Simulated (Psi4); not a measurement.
Two rigid molecules brought together: CO2 ··· CH4S (SMILES O=C=O and CS). Monomers: optimised at B3LYP-D3(BJ) (def2-TZVP), held rigid. Orientation: lowest of the rigid-body minima from ten starts at GFN2-xTB. R is the distance of the centres of mass, along which the second monomer moves.

MP2/aug-cc-pVDZ = DF-MP2/aug-cc-pVDZ, frozen core, counterpoise-corrected (Psi4); SAPT0/jun-cc-pVDZ, frozen core (Psi4).

Interaction energies in kcal/mol:

```tsv
R / Å	MP2/aug-cc-pVDZ
2.84	6.46
3.06	1.06
3.23	-0.76
3.46	-1.65
3.69	-1.72
3.89	-1.55
4.12	-1.29
4.42	-0.96
4.95	-0.56
5.64	-0.29
6.67	-0.13
7.98	-0.06
```

**Question.** What does SAPT0/jun-cc-pVDZ give at the same points?

**Answer.** 2.84: 6.33; 3.06: 1.11; 3.23: -0.67; 3.46: -1.56; 3.69: -1.67; 3.89: -1.53; 4.12: -1.29; 4.42: -0.99; 4.95: -0.61; 5.64: -0.34; 6.67: -0.16; 7.98: -0.07 (kcal/mol).
